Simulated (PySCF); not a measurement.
**Distorted geometries of Er(NO2)3**

Er(NO2)3 (singlet in the valence; each metal's 4f electrons, 11 of them, lie in its core potential, out of spins and levels). PySCF 2.14.0, RKS B3LYP, Er lcecp-1-SVP with ECP57, O def2-SVP, N def2-SVP; non-relativistic Hamiltonian with scalar-relativistic core potentials where named; density fitting; no spin-orbit coupling. Relaxed geometry:

```xyz
10

Er    0.0000    0.0000    0.0000
O     2.0760    0.1405    1.0394
O     2.0760   -0.1405   -1.0394
N     2.7817    0.0000    0.0000
O    -1.1597    1.7276    1.0394
O    -0.9163    1.8681   -1.0394
N    -1.3908    2.4090    0.0000
O    -0.9163   -1.8681    1.0394
O    -1.1597   -1.7276   -1.0394
N    -1.3908   -2.4090    0.0000
```

Question: Order these distorted geometries by energy above the relaxed one, lowest first.
A.
```xyz
10

Er   -0.2114    0.0258    0.0518
O     2.1257   -0.0190    1.0320
O     1.9083   -0.0889   -0.9544
N     2.7939   -0.0471   -0.1316
O    -1.3030    1.8255    1.1075
O    -1.0016    1.9293   -1.0912
N    -1.2765    2.3968   -0.1800
O    -0.9438   -1.9136    1.2040
O    -0.8979   -1.5792   -1.0371
N    -1.1938   -2.5296   -0.0011
```
B.
```xyz
10

Er   -0.2070   -0.0202    0.1479
O     2.0180    0.3288    1.0765
O     2.0539   -0.2655   -1.1573
N     2.7298   -0.0613   -0.0430
O    -1.1930    1.9128    1.2458
O    -0.7957    1.6164   -1.2302
N    -1.3255    2.2557    0.0722
O    -0.8285   -1.8440    0.9715
O    -1.0456   -1.6465   -1.1375
N    -1.4062   -2.2763    0.0541
```
C.
```xyz
10

Er   -0.0124    0.0439    0.0665
O     2.0013    0.0529    1.0664
O     2.1536   -0.1358   -1.1017
N     2.8004   -0.0256   -0.0312
O    -1.1876    1.7541    0.9279
O    -0.9107    1.8902   -1.0176
N    -1.4170    2.3509    0.0041
O    -0.9165   -1.7706    1.0620
O    -1.2122   -1.7737   -1.0120
N    -1.2990   -2.3863    0.0356
```

Answer: C (1.18 eV), B (3.54 eV), A (4.11 eV).

Question: Which forces (eV/Å) act in the one that lies 3.54 eV up?

Answer: 
```
Er   3.77  2.99 -1.81
O    0.16 -1.53 -4.30
O    0.62  0.89  5.03
N   -2.32  0.42 -0.55
O    1.09 -2.00 -2.45
O   -0.57 -0.37  4.71
N   -1.20  2.86 -1.94
O    2.02  0.01  5.95
O   -0.89 -1.34  2.97
N   -2.69 -1.93 -7.61
```
Forces carry noise of the integration grid, about 0.01 to 0.03 eV/Å.

An lcecp potential fixes the number of 4f electrons, so in runs with it no electron can move into or out of that shell.
